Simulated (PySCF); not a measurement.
`[F][Ge@H]([Cl])[NH][GeH3]`. Computed with PBE0-D3(BJ)/def2-SVP geometry optimisation, gas phase (PySCF 2.14.0).

```
atom  x, y, z in Å
F1    -2.0662    1.2229    1.3579
Ge2   -1.5445    0.4657   -0.1179
Cl3   -1.8957   -1.6321    0.1674
N4     0.2235    0.6313   -0.3493
Ge5    1.5304   -0.5993    0.1113
H6    -2.4266    1.0549   -1.2163
H7     0.5561    1.5443   -0.6442
H8     1.4210   -1.8392   -0.7895
H9     1.3944   -1.0039    1.5879
H10    2.8605    0.1334   -0.1335
```

(1) Where is the centre of mass (commonest isotopes), and what is the radius of gyration?

(2) Which two atoms are farthest apart?

(3) Work out the bond lengths F1–Ge2, Ge2–Cl3, Ge2–H6, N4–Ge5, N4–H7, Ge5–H8, Ge5–H9, Ge5–H10 in Å.

(4) How far are the heavy atoms from their best plane (unweighted least squares)?

(5) What are the angles F1–Ge2–H6, F1–Ge2–N4, Ge5–N4–H7, N4–Ge5–H9, H8–Ge5–H10, H9–Ge5–H10?

(6) How far apart are these pairs, which share no bond: Ge2···H9, Cl3···H7, N4···H10, Ge5···H7, H6···H9, H7···H8, H8···H10?

(7) Write the matrix of distances between heavy atoms (Å, lower triangle).

Results:

(1) Mass 220.852 u; centre at (-0.451, -0.158, 0.114) Å; Rg = √(Σ m r²/M) = 1.836 Å. As Ia + Ib + Ic = 2 Σ m r², the three principal moments sum to 1489.1 u·Å².

(2) H6···H10, 5.47 Å; the next longest distance is 5.26 Å.

(3) For F1–Ge2 the difference vector is (0.5217, -0.7572, -1.4758) Å, of length 1.7388 Å. F1–Ge2 1.739; Ge2–Cl3 2.146; Ge2–H6 1.527; N4–Ge5 1.853; N4–H7 1.015; Ge5–H8 1.536; Ge5–H9 1.537; Ge5–H10 1.538 Å.

(4) 0.474 Å rms; F1 0.57, Ge2 0.58, Cl3 0.04, N4 0.49, Ge5 0.46 Å (magnitudes).

(5) From the scalar product of the two bond vectors; for F1–Ge2–H6 it is -0.7147 Å² over 1.7388 × 1.5270 Å², cos θ = -0.2692. F1–Ge2–H6 105.6°; F1–Ge2–N4 111.4°; Ge5–N4–H7 116.0°; N4–Ge5–H9 110.6°; H8–Ge5–H10 110.7°; H9–Ge5–H10 110.8°.

(6) Ge2···H9 3.702 Å (3 bonds apart); Cl3···H7 4.094 Å (3 bonds apart); N4···H10 2.692 Å (2 bonds apart); Ge5···H7 2.473 Å (2 bonds apart); H6···H9 5.167 Å (4 bonds apart); H7···H8 3.495 Å (3 bonds apart); H8···H10 2.529 Å (2 bonds apart).

(7) 
```
F1    0.000
Ge2   1.739  0.000
Cl3   3.098  2.146  0.000
N4    2.917  1.791  3.143  0.000
Ge5   4.220  3.262  3.579  1.853  0.000
```

Not checked by PBE0-D3(BJ)/def2-SVP frequencies. One conformer, not necessarily the lowest.

Hardware: Arm Neoverse V2, one thread, shared host. Cost: 2.9 min wall, 0.60 GiB resident at most. This is the geometry optimisation.
